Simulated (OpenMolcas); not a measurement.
# CH3BCl2O (methoxydichloroborane): a line through the functionals

CH3BCl2O has 8 atoms, charge 0, and is taken as a singlet. As SMILES, `COB(Cl)Cl`. Geometry: relaxed at PBE0-D4/def2-TZVP.

The HOMO–LUMO gap y, in eV, basis def2-SVP; a is the functional's share of exact exchange. Programs: OpenMolcas 26.06.

| functional | program | a | y (eV) |
| --- | --- | --- | --- |
| PBE | OpenMolcas | 0 | 6.39 |
| TPSS | OpenMolcas | 0 | 6.67 |
| B3LYP | OpenMolcas | 0.2 | 8.33 |
| PBE0 | OpenMolcas | 0.25 | ? |
| BHLYP | OpenMolcas | 0.5 | 11.26 |

Problem. Fit y = c + s·a to the known rows and predict PBE0.

Solution. 
1. Means of the 4 rows: a = 0.1750, y = 8.162.
2. Σ(Δa)² = 0.1675, Σ(Δa·Δy) = 1.5823, so the slope is 1.5823/0.1675 = 9.4466.
3. Intercept: 8.162 − (9.4466) × 0.1750 = 6.509. The largest residual of the fit is 0.16.
4. PBE0: 6.509 + (9.4466) × 0.25 = 8.87 eV.

The run gave 8.85 eV, so the prediction is off by +0.02 eV, within the largest residual. Exact exchange lowers occupied levels and raises empty ones. The rows mix families of semi-local functionals, which the line can't see.
